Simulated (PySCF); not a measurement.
C7H6F2O.
Z-matrix (Å and degrees, GFN2-xTB geometry), rows numbered from 1:
```
F 
C   1  1.3518
F   2  1.3558  1  105.93
C   2  1.5154  1  111.78  3   120.75
C   4  1.5375  2  118.43  1   -32.88
C   5  1.3221  4  104.51  2   157.03
C   6  1.5330  5  104.97  4     0.20
C   7  1.5326  6  105.16  5    69.77
C   8  1.3224  7  104.97  6   -69.99
O   4  1.4235  2  112.39  1    84.09
H   2  1.1002  1  108.20  3  -116.25
H   5  1.0699  4  123.60  2   -23.56
H   6  1.0702  5  130.73  4   178.79
H   7  1.0841  6  117.91  5  -156.50
H   8  1.0703  7  124.34  6   108.65
H   9  1.0700  4  123.72  2    25.16
```

Method used: PBE0/def2-SVPD in PySCF (dipole) on a GFN2-xTB geometry, gas phase.

Take the most abundant isotopes and a rigid rotor. The values belong to one conformer with, in the numbering `[F:1][CH:2]([F:3])[C@:4]12[CH:5]=[CH:6][C@H:7]([CH:8]=[CH:9]1)[O:10]2`, F1–C2–C4–C5 -33°.

Task: Give the principal moments of inertia and the rotational constants in MHz.

Result: Ia = 182.64, Ib = 430.50, Ic = 492.07 u·Å²; 505379 MHz·u·Å²/I gives A = 2767, B = 1174, C = 1027 MHz.

Task: Classify the top.

Result: An asymmetric top; Ray's κ = -0.831.

Task: Is it planar, by Δ = Ic − Ia − Ib?

Result: Not planar: Δ = Ic − Ia − Ib = -121.07 u·Å². For a rigid frame Δ = −2 Σ m c², so Σ m c² = 60.53 u·Å² lies off the ab plane: 8.79 from hydrogen and 51.75 from heavier atoms. The atom farthest from that plane is 1.83 Å away.

Task: Give the coordinates in the principal-axis frame, origin at the centre of mass.

Result: The sense of each axis is arbitrary; atoms in the order of the calculation.
```
atom  mass (u)   a (Å)   b (Å)   c (Å)
  F1    18.998   2.104   1.073  -0.234
  C2    12.000   1.508  -0.128  -0.403
  F3    18.998   2.160  -0.987   0.419
  C4    12.000   0.032  -0.076  -0.064
  C5    12.000  -0.429   0.877   1.051
  C6    12.000  -1.707   1.097   0.792
  C7    12.000  -2.003   0.274  -0.467
  C8    12.000  -1.942  -1.189  -0.013
  C9    12.000  -0.664  -1.415   0.240
 O10    15.995  -0.759   0.386  -1.153
 H11     1.008   1.669  -0.449  -1.443
 H12     1.008   0.211   1.228   1.833
 H13     1.008  -2.435   1.684   1.313
 H14     1.008  -2.839   0.577  -1.087
 H15     1.008  -2.795  -1.828   0.081
 H16     1.008  -0.151  -2.282   0.601
```

Task: Which types of transition are allowed, and where do some lines up to J = 3 fall?

Result: The dipole components are |μa| = 2.50 D, |μb| = 0.87 D, |μc| = 0.64 D. Intensities carry the squares of the components, which stand as 1.00 : 0.12 : 0.07 (a : b : c). Some lines, for components of 0.1 D or more:

```tsv
type	branch	J(Ka,Kc)	MHz	lower level (cm⁻¹)
a	Q	2(1,1) ← 2(1,2)	441	0.268
a	Q	3(1,2) ← 3(1,3)	881	0.481
b	Q	1(1,0) ← 1(0,1)	1740	0.073
b	Q	2(1,1) ← 2(0,2)	1897	0.220
b	Q	3(1,2) ← 3(0,3)	2149	0.439
a	R	1(0,1) ← 0(0,0)	2201	0.000
b	R	2(0,2) ← 1(1,1)	2799	0.127
c	R	1(1,0) ← 0(0,0)	3941	0.000
a	R	2(0,2) ← 1(0,1)	4392	0.073
a	R	2(1,1) ← 1(1,0)	4549	0.131
c	Q	3(2,2) ← 3(1,2)	4565	0.511
b	Q	2(2,0) ← 2(1,1)	4789	0.283
b	R	3(0,3) ← 2(1,2)	5109	0.268
b	Q	2(2,1) ← 2(1,2)	5220	0.268
b	R	2(1,2) ← 1(0,1)	5848	0.073
a	R	3(1,3) ← 2(1,2)	6377	0.268
a	R	3(0,3) ← 2(0,2)	6564	0.220
a	R	3(2,2) ← 2(2,1)	6603	0.443
a	R	3(2,1) ← 2(2,0)	6641	0.443
a	R	3(1,2) ← 2(1,1)	6817	0.283
c	Q	3(3,1) ← 3(2,1)	8290	0.664
b	R	2(2,1) ← 1(1,0)	9328	0.131
c	R	2(2,0) ← 1(1,0)	9338	0.131
b	R	2(2,0) ← 1(1,1)	9485	0.127
c	R	3(2,1) ← 2(1,1)	11430	0.283
b	R	3(2,1) ← 2(1,2)	11871	0.268
b	R	3(3,1) ← 2(2,0)	14932	0.443
b	R	3(3,0) ← 2(2,1)	14942	0.443
```

Not checked by GFN2-xTB frequencies. Constants of a rigid frame at the computed geometry: no zero-point averaging, no centrifugal distortion.
